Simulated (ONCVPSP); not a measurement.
**Reading a pseudo-wave (Br)**

Columns: radius, all-electron u(r) and pseudo u(r) of the 3p shell (level -173.25 eV) of bromine in the configuration [Ne] 3s2 3p6 3d10 4s2 4p5; BLYP, scalar-relativistic, ONCV scheme, ONCVPSP 4.0.1.

```csv
r (bohr),all-electron,pseudo
0.053,-0.5393,0.0426
0.105,-0.7742,0.1610
0.158,-0.4822,0.3447
0.210,0.0310,0.5643
0.262,0.5457,0.7971
0.315,0.9624,1.0215
0.368,1.2415,1.2096
0.420,1.3921,1.3431
0.473,1.4441,1.4179
0.525,1.4232,1.4306
0.578,1.3540,1.3889
0.630,1.2573,1.3049
0.683,1.1438,1.1904
0.735,1.0274,1.0639
0.788,0.9103,0.9334
0.840,0.8010,0.8127
0.893,0.6978,0.7020
0.945,0.6057,0.6066
0.998,0.5216,0.5215
1.050,0.4485,0.4484
1.102,0.3843,0.3841
1.155,0.3272,0.3271
1.208,0.2778,0.2777
1.260,0.2360,0.2359
1.313,0.1995,0.1994
1.365,0.1689,0.1688
```

Problem. How many radial nodes do the two functions have?

Solution. The all-electron 3p function has n − l − 1 = 1; the pseudo-wave has 0, since the states of the same l below it are removed with the core.

Problem. At about which radius was the pseudo-wave matched?

Solution. 1.05 bohr, where the columns begin to agree (steps of 0.05 bohr).

Problem. Where does each function peak?

Solution. Outermost all-electron maximum near 0.47 bohr, pseudo maximum near 0.53 bohr (to the table’s step).

Problem. Is the pseudo-wave norm-conserving?

Solution. Yes: the ONCV scheme keeps the norm inside the radius equal to the all-electron one, which fixes the energy derivative of the logarithmic derivative at the level.
